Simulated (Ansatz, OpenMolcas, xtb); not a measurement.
## A ladder of methods for GeSiH3ClO (SMILES [SiH3][O][Ge][Cl])

GeSiH3ClO: 7 atoms, total charge 0, spin state singlet. As SMILES, `[SiH3][O][Ge][Cl]`. Geometry: relaxed at PBE0-D4/def2-TZVP. This is one conformer, not always the lowest.

```xyz
7

Si    0.1844    0.6642   -0.6142
O     0.4345   -0.9595   -0.4138
Ge    0.0766   -2.2159    0.7769
Cl   -0.9918   -0.9951    2.2776
H     0.7959    1.0454   -1.9113
H    -1.2689    0.9651   -0.6433
H     0.8307    1.4278    0.4824
```

Quantity: the energy change with the Si1–H5 bond stretched from 1.484 to 3.264 Å, in eV. The values are calculated.

| level | kind | program | value (eV) |
| --- | --- | --- | --- |
| GFN-FF | force field | xtb | 3.21 |
| HF/cc-pVDZ (unrestricted) | Hartree–Fock | OpenMolcas | 3.28 |
| SVWN5/cc-pVDZ (restricted) | LDA | OpenMolcas | 4.05 |
| M06-L/cc-pVDZ (restricted) | meta-GGA | OpenMolcas | 4.42 |
| PBE0/cc-pVDZ (restricted) | global hybrid | OpenMolcas | 4.50 |
| wB97M-V/cc-pVDZ (restricted) | range-separated hybrid | Ansatz | 4.74 |
| PBE-QIDH/cc-pVDZ (restricted) | double hybrid | Ansatz | 4.80 |
| MP2/cc-pVDZ (restricted) | perturbation theory | Ansatz | 4.74 |
| CCSD/cc-pVDZ (restricted) | coupled cluster or CI | Ansatz | 4.02 |

All-electron rows without a relativistic Hamiltonian named are non-relativistic. The first shape isn't each level's own minimum. The values span 3.21 to 4.80 eV. Spin contamination of the reference (⟨S²⟩ at least 0.1 too high) touches HF/cc-pVDZ (up to 0.94 too high). In the correlated wave-function rows the outer d shell of Ge is correlated, in sets not made for it.
